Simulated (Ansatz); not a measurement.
Job for Ansatz (an electronic-structure program): R-CCSD(T)/aug-cc-pV(Q+d)Z on HCl (SMILES Cl). Files ending in .json are basis or fitting sets from the Basis Set Exchange.

Ansatz 0.2 input:
```yaml
crystal:
  periodic: [false, false, false]
  atoms:
    - {symbol: Cl, position_ang: [-0.11795616, -0.58843122, -0.72128949]}
    - {symbol: H, position_ang: [-0.07378760, -0.40224195, 0.54698815]}
basis:
  gaussian:
    orbitals: aug-cc-pV_Q+d_Z.json
magnetization: {spin_polarized: false}
correlation: {method: ccsd_t, electrons: outside_noble_gas}
scf: {lower_state_search: off}
```

**Question.** What total energy does the run end on?

**Answer.** -460.3658 hartree (reference determinant -460.1119, T1 diagnostic 0.006).
